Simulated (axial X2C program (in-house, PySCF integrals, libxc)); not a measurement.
**CoH⁺: properties at the nuclei**

Computed with an in-house all-electron X2C program for linear molecules (integrals from PySCF): two-component X2C with atomic mean-field Coulomb and Gaunt terms, Gaussian nuclei, basis Co dyall-cv3z, H dyall-v3z with contracted cores.

R = 1.500 Å (near the PBE0 minimum at charge 1 of the determinant lowest at the starting distance; the state shown can have its own minimum elsewhere).

Determinant lowest in the PBE0 search, Ω = 9/2 (⟨Sz⟩ = 1.50, ⟨Lz⟩ = 3.00 at PBE0), spin on the atoms Co 1.49, H 0.01:

| level | Eeff magnitude (GV/cm) | Ws magnitude Co (kHz) | A∥/gI Co (MHz) | qzz Co (a.u.) | A∥/gI H (MHz) | qzz H (a.u.) |
| --- | --- | --- | --- | --- | --- | --- |
| PBE0 | 0.664 | 0.0506 | 580 | 0.15 | 4.37 | 0.11 |
| HF | 0.449 | 0.0323 | 523 | 0.33 | -2.81 | 0.15 |
| BP86 | 0.713 | 0.0562 | 631 | -0.01 | 6.62 | 0.10 |
| TPSSh | 0.713 | 0.0551 | 590 | 0.03 | 5.93 | 0.11 |
| B3LYP | 0.653 | 0.05 | 591 | 0.14 | 5.04 | 0.11 |

Eeff is the effective electric field on the electron electric dipole moment in this Ω state and Ws the scalar–pseudoscalar constant of the nucleus named (defined with the proton number Z and per Ω); A∥ (defined per Ω) follows by multiplying with gI = μI/(I μN); qzz is the electric field gradient, eQq0 = 234.96 MHz × Q/barn × qzz. The operators were transformed with the bare-nucleus X2C matrices; with these basis sets, hyperfine constants and field gradients can be off by tens of per cent, and where levels differ in sign neither size nor sign is settled.

Task: With gI(59Co) = 1.3220 (g factors from the IAEA table of nuclear moments by Stone), turn the PBE0 values of the first state into constants in MHz.

Result: A∥(59Co) = 580 × 1.3220 = 767 MHz.

Each state is one determinant with collinear spin, which with several unpaired electrons need not be a pure state. Unrestricted Hartree–Fock can overshoot spin polarisation at the nuclei. With several open shells hyperfine constants can be off by a factor of several. At BP86, TPSSh a later determinant lies lower. States lie within half an eV, so the first need not be the ground state. Further determinants of the search, some of them spin-mixed, are not shown. Where a field gradient or hyperfine factor spreads by more than a factor of two over the levels, a constant derived from it is not to be relied on.
